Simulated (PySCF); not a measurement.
## Radial density of Sm (samarium, neutral)

B97-3, [Xe] 4f5 5d1 6s2, one real determinant (an excited configuration). Computed with PySCF 2.14 in ANO-RCC-VTZP, with scalar relativity by spin-free X2C-1e.

```csv
r (bohr),4πr²ρ (e/bohr),4πr²(ρα − ρβ)
0.0201,79.24,0.0020
0.0339,73.14,0.0050
0.0570,102.7,0.0120
0.0959,94.52,0.0341
0.161,88.50,0.2658
0.271,68.77,1.5965
0.456,41.28,4.9043
0.767,28.62,5.1193
1.29,10.43,2.1788
2.17,3.239,0.6132
3.65,0.8565,0.1855
6.14,0.1929,0.0134
10.3,0.003229,-0.0005
17.4,1.424e-05,0.0000
```

Densities and radii are taken from the X2C orbitals without a picture-change correction, which distorts them close to the nucleus.

⟨L²⟩ = 30.45 against 56 for a pure K term, so this real determinant mixes terms. Spin-orbit coupling, absent here, splits the open shell strongly. ⟨S²⟩ = 12.13 against 12.00 shows spin contamination.
